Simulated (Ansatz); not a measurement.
Species: C6H8 (charge 0, singlet). SMILES: C1CC2=C1CC2
Structure (B3LYP-D3(BJ)/def2-TZVP (Ansatz, a first-principles code) minimum search):
```xyz
14

C      1.5931    -0.6391    -0.1154
C      1.4364     0.9221     0.2153
C     -0.0643     0.6399     0.1356
C      0.0643    -0.6399    -0.1356
C     -1.4364    -0.9221    -0.2153
C     -1.5931     0.6391     0.1154
H      2.0950    -0.8500    -1.0619
H      2.0723    -1.2202     0.6750
H      1.8503     1.5867    -0.5457
H      1.8276     1.2165     1.1911
H     -1.8276    -1.2165    -1.1911
H     -1.8503    -1.5867     0.5457
H     -2.0723     1.2202    -0.6750
H     -2.0950     0.8500     1.0619
```

Wanted: atomisation energy (electronic, to ground-state atoms), in eV. Cores are frozen in the correlated levels unless marked. Open shells are spin-unrestricted. No spin-orbit coupling. No relativistic terms. The coupled-cluster limit lacks core correlation, which all-electron functionals hold. CBS(X,Y): correlation extrapolated as X^-3; Hartree-Fock from the larger set.

```csv
level,program,atomisation energy (eV)
B2PLYP-D3(BJ)/def2-TZVPD,Ansatz + dftd3,60.61
SCS-MP2/STO-3G,Ansatz,62.94
CCSD/cc-pVDZ,Ansatz,55.97
CCSD(T) with core electrons/cc-pwCVTZ,Ansatz,59.95
"CCSD(T)/CBS(cc-pVTZ,cc-pVQZ)",Ansatz,___
```

### Question
Complete the blanks.

### Answer

- CCSD(T)/CBS(cc-pVTZ,cc-pVQZ), atomisation energy (eV): 61.04
